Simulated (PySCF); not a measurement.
**Electron correlation in F²⁺ (fluorine, charge +2)**

[He] 2s2 2p3, high-spin 4S determinant. All numbers are calculated (PySCF 2.14, the spin-free X2C one-electron Hamiltonian (Gaussian nucleus), in Sapporo-DZP-2012 (4s3p1d, 18 functions)). Frozen: 1s2; 5 electrons correlated.

MP2 pair energies summed by pair of shells (mhartree):

```csv
pair,energy,share (%)
2s-2p,-51.37,68.1
2p-2p,-16.56,21.9
2s-2s,-7.54,10.0
```

Total MP2 correlation energy: -75.47 mhartree.

Same-spin part -19.94 and opposite-spin part -55.53 mhartree; SCS-MP2 scales them by 1/3 and 6/5 to -73.28 mhartree.

```json
{"level": "CCSD", "correlation energy (mhartree)": "-90.76"}
{"level": "(T)", "correlation energy (mhartree)": "-0.46"}
{"level": "CCSD(T)", "correlation energy (mhartree)": "-91.22"}
```

Diagnostics: T1 = 0.0033, D1 = 0.0058, largest double amplitude 0.036.

Cost of the coupled-cluster step: 0.07 s of wall time on 1 thread of Neoverse-V2 (shared host), for 5 correlated electrons.
